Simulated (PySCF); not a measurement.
# Worked example: refractive index and permittivity of the vapour

H8N2OSi2, SMILES N[SiH2][Si@@H](N)O.

Coordinates come from a PBE-D3(BJ)/def2-SVP optimisation. The structure was generated by enumeration; whether it is a known compound was not checked. One conformer was computed; it need not be the lowest.

r2SCAN/def2-TZVP run with PySCF gives a mean static polarisability of 74.7 bohr³ and a dipole moment of 3.02 D. Take an ideal gas at 298.15 K and 0.01 bar, whether or not the substance is that volatile.

Task: Work out n − 1 in the optical limit and the static ε − 1.

Result: 
Polarisability volume α' = 74.7 × 0.148185 = 11.07 Å³. Number density N = p/kT = 2.43e-7 Å⁻³.
Dilute limit of Lorentz–Lorenz: n − 1 = 2π N α' = 1.7e-5.
Orientation term of Debye: μ²/(3kT) = 8.098 Å³ × μ²(D²) = 73.86 Å³.
ε − 1 = 4π N (α' + μ²/3kT) = 0.00026. Orientation of the dipole supplies 87 % of the static response; it can't follow optical fields. Vibrational polarisation and dispersion are left out.
